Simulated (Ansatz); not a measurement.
**Cost against result**

Saddle point of C$_{2}$H$_{10}$Ge, closed shell (C₂H₈Ge ([CH3][CH2][GeH3]) + H₂ → C₂H₆ (CC) + GeH₄; bonds formed: Ge1–H8, C2–H7; bonds broken: Ge1–C2, H7–H8), PBE0-D4/def2-TZVP structure:

```
13
angstrom
Ge -0.4499 0.0260 1.4766
C 0.7382 -0.2521 -0.4727
C -0.0086 0.5747 -1.4972
H 0.0371 1.5226 1.2961
H -1.9793 0.1031 1.3591
H 0.1925 -0.4534 2.7862
H 0.0087 -1.1395 0.3004
H -0.6287 -1.7964 1.0147
H 1.0841 -1.2062 -0.9017
H 1.6207 0.2422 -0.0605
H -0.3394 1.5268 -1.0732
H 0.6157 0.8086 -2.3639
H -0.8911 0.0440 -1.8638
```

Barriers are electronic and count from the start structure reached by relaxing down the imaginary mode.

Program: Ansatz 0.2.0. Basis: as named in each row. Cores are frozen in the correlated methods. Filled d shells of the heavier atoms are correlated. The def2 sets are not built for correlating such inner shells, so the correlated values are less sure here. B3LYP uses VWN-RPA correlation. Extrapolation: Hartree–Fock as exp(−7.88 √X), correlation as X^−2.97.

Times are rough, for one single point on 8 threads of a shared host (Arm Neoverse V1).

The estimate by CCSD(T) at an estimated basis limit (MP2 extrapolated from triple and quadruple zeta, plus CCSD(T) − MP2 in triple zeta) is 81.56 kcal/mol.

```tsv
method	basis	time (s)	barrier (kcal/mol)	method less estimate
HF	STO-3G	under 1	159.21	77.65
PBE-D4	STO-3G	under 1	123.56	41.99
SPW92	def2-SVP	under 1	61.89	-19.68
B3LYP-D4	6-31G	under 1	87.04	5.47
PBE-D4	def2-SVP	under 1	69.00	-12.56
PBE0-D4	def2-SVP	under 1	73.79	-7.78
SPW92	def2-TZVPP	under 1	63.09	-18.47
PBE-D4	def2-TZVPP	1	70.44	-11.12
BLYP-D4	def2-TZVPP	1	75.20	-6.36
B3LYP-D4	def2-TZVPP	1	78.09	-3.47
BHLYP-D4	def2-TZVPP	2	82.73	1.16
PBE0-D4	def2-TZVPP	2	74.46	-7.10
CAM-B3LYP-D4	def2-TZVPP	2	80.23	-1.33
wB97M-V	def2-SVP	2	77.75	-3.82
r2SCAN-D4	def2-TZVPP	2	74.22	-7.35
r2SCAN0-D4	def2-TZVPP	3	76.97	-4.59
RPA on PBE	def2-TZVPP	3	80.26	-1.31
B2PLYP	def2-TZVPP	3	80.65	-0.91
PBE-QIDH	def2-TZVPP	3	78.99	-2.58
CCSD(T)	def2-SVP	4	82.82	1.26
wB97X-V	def2-TZVPP	4	80.57	-0.99
wB97M-V	def2-TZVPP	5	79.46	-2.10
B97M-V	def2-TZVPP	6	73.41	-8.15
MP2	def2-QZVPP	22	82.17	0.60
CCSD(T)	def2-TZVPP	95	80.73	-0.83
```

All methods are single points on the PBE0-D4 structures.

No T1 diagnostic of these runs exceeds 0.012.

Labels in which every atom is bracketed show which atoms are joined, not bond orders.
